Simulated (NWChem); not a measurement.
System: C₄H₂ClF; SMILES C#C/C=C(\F)Cl

Excerpt of the output:

```
             Northwest Computational Chemistry Package (NWChem) 7.3.0
             --------------------------------------------------------

                             Geometry "geometry" -> ""
                             -------------------------

 Output coordinates in angstroms (scale by  1.889725989 to convert to a.u.)

  No.       Tag          Charge          X              Y              Z
 ---- ---------------- ---------- -------------- -------------- --------------
    1 C                    6.0000     0.05832200     3.15477700     0.00000000
    2 C                    6.0000     0.35072700     1.98033800     0.00000000
    3 C                    6.0000     0.74749800     0.62017400     0.00000000
    4 C                    6.0000    -0.12792600    -0.39467600     0.00000000
    5 F                    9.0000    -1.44337300    -0.21884900     0.00000000
    6 Cl                  17.0000     0.32035200    -2.06619200     0.00000000
    7 H                    1.0000    -0.21933300     4.18413900     0.00000000
    8 H                    1.0000     1.80560600     0.37846600     0.00000000

 Effective nuclear repulsion energy (a.u.)     241.7870974231

                                 NWChem DFT Module
                                 -----------------

 Summary of "ao basis" -> "ao basis" (spherical)
 ------------------------------------------------------------------------------
       Tag                 Description            Shells   Functions and Types
 ---------------- ------------------------------  ------  ---------------------
 C                           6-31g*                  6       14   3s2p1d
 F                           6-31g*                  6       14   3s2p1d
 Cl                          6-31g*                  8       18   4s3p1d
 H                           6-31g*                  2        2   2s

 in cosmo_initialize ...
 calling solv_data for solv:cychexan

 solvent parameters
 solvname_short: cychexan
 solvname_long:  cyclohexane
 dielec:        2.0165
 dielecinf:     2.0352
 nonaqueous SMD model solvent descriptors
 dielec:        2.0165
 sola:          0.0000
 solb:          0.0000
 solc:          0.0000
 solg:         35.4800
 solh:          0.0000
 soln:          1.4266

          ---------------
          -cosmo- solvent
          ---------------
 Cosmo: York-Karplus, doi: 10.1021/jp992097l
 dielectric constant -eps-     =   2.02
 screen = (eps-1)/(eps    )    =   0.50409
 surface charge correction     = lagrangian

[...]

                                COSMO-SMD solvation results
                                ---------------------------

             internal energy in gas <Psi(g)|H|Psi(g)> =      -713.550911606344
         internal energy in solvent <Psi(s)|H|Psi(s)> =      -713.550723692031
                               delta internal energy  =         0.000187914313 (    0.12 kcal/mol)
   total free energy in solvent <Psi(s)|H+V/2|Psi(s)> =      -713.553848320131
 polarization energy contribution <Psi(s)|V/2|Psi(s)> =        -0.003124628100 (   -1.96 kcal/mol)
    total free energy in solvent including G(SMD-CDS) =      -713.555020944633
                       G(SMD-CDS) energy contribution =        -0.001172624502 (   -0.74 kcal/mol)
     1 M fixed-concentration free energy of solvation =        -0.004109338289 (   -2.58 kcal/mol)

                       DFT Final Molecular Orbital Analysis
                       ------------------------------------

 Vector   24  Occ=2.000000D+00  E=-3.324431D-01
              MO Center=  3.5D-01,  9.5D-01, -1.2D-09, r^2= 4.3D+00
   Bfn.  Coefficient  Atom+Function         Bfn.  Coefficient  Atom+Function
  ----- ------------  ---------------      ----- ------------  ---------------
    79     -0.357187  6 Cl pz                19      0.344497  2 C  pz
    33      0.272593  3 C  pz                 5      0.252515  1 C  pz
    83     -0.192995  6 Cl pz                37      0.183447  3 C  pz
    23      0.181665  2 C  pz                 9      0.142216  1 C  pz
    75      0.138428  6 Cl pz                47      0.080536  4 C  pz

 Vector   25  Occ=2.000000D+00  E=-2.860861D-01
              MO Center=  2.5D-01,  2.5D+00, -3.2D-13, r^2= 1.7D+00
   Bfn.  Coefficient  Atom+Function         Bfn.  Coefficient  Atom+Function
  ----- ------------  ---------------      ----- ------------  ---------------
     3      0.400763  1 C  px                17      0.398972  2 C  px
     7      0.247899  1 C  px                21      0.199476  2 C  px
    22      0.143642  2 C  py                48      0.124100  4 C  s
     8      0.106683  1 C  py                 4      0.102940  1 C  py
    18      0.097923  2 C  py                92     -0.097038  8 H  s

 Vector   26  Occ=2.000000D+00  E=-2.426450D-01
              MO Center=  1.6D-01,  1.0D+00,  8.0D-10, r^2= 4.3D+00
   Bfn.  Coefficient  Atom+Function         Bfn.  Coefficient  Atom+Function
  ----- ------------  ---------------      ----- ------------  ---------------
     5      0.331319  1 C  pz                47     -0.316650  4 C  pz
    33     -0.284106  3 C  pz                79      0.263632  6 Cl pz
     9      0.232032  1 C  pz                19      0.219541  2 C  pz
    37     -0.219488  3 C  pz                51     -0.189528  4 C  pz
    61      0.175570  5 F  pz                83      0.164379  6 Cl pz

 Vector   27  Occ=0.000000D+00  E=-3.582825D-02
              MO Center=  1.5D-01,  7.5D-01, -6.9D-09, r^2= 3.8D+00
   Bfn.  Coefficient  Atom+Function         Bfn.  Coefficient  Atom+Function
  ----- ------------  ---------------      ----- ------------  ---------------
    51      0.477114  4 C  pz                47      0.473865  4 C  pz
    37     -0.365547  3 C  pz                 9      0.353190  1 C  pz
    33     -0.299597  3 C  pz                 5      0.287215  1 C  pz
    23     -0.203811  2 C  pz                61     -0.174575  5 F  pz
    65     -0.170010  5 F  pz                79     -0.164651  6 Cl pz

[...]
```

Level: B3LYP/6-31G* (spherical d), SMD on the gas-phase geometry. Coordinates come from a B3LYP/6-31G* (spherical d) optimisation. Solvent: cyclohexane.

Problem. Write an input that gives this output.

Solution. One answer among several that fit: the input that was run:
```
start job
memory heap 200 mb stack 900 mb global 1100 mb
geometry units angstroms noautosym nocenter noautoz
  C      0.058322     3.154777     0.000000
  C      0.350727     1.980338     0.000000
  C      0.747498     0.620174     0.000000
  C     -0.127926    -0.394676     0.000000
  F     -1.443373    -0.218849     0.000000
  Cl     0.320352    -2.066192     0.000000
  H     -0.219333     4.184139     0.000000
  H      1.805606     0.378466     0.000000
end
basis spherical
  C library 6-31g*
  F library 6-31g*
  Cl library 6-31g*
  H library 6-31g*
end
dft
  xc b3lyp
  iterations 150
end
cosmo
  do_cosmo_smd true
  solvent cychexan
end
task dft energy
```
